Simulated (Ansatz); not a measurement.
C3, SMILES [C]=C=[C] (connectivity only; charge and spin as stated), neutral, multiplicity 1.

Geometry: PBE-D3(BJ)/def2-TZVP. The isomer is the one that the SMILES or the coordinates give; other isomers of the formula were not compared.

Two levels are set side by side: PBE/def2-TZVPD (Ansatz, an electronic-structure program) and CAM-B3LYP/def2-TZVPD (Ansatz). Energy differences of separate SCF runs at the same geometry. Differences are taken from unrounded values.

```json
[
 {"quantity": "vertical singlet–triplet gap (eV)", "PBE": "1.84"}
]
```

### Question
These are the PBE values. What does CAM-B3LYP give? (An estimate is asked for; the answer gives what the named calculation found.)

### Answer

| quantity | CAM-B3LYP | PBE minus CAM-B3LYP |
|---|---|---|
| vertical singlet–triplet gap (eV) | 2.27 | -0.43 |
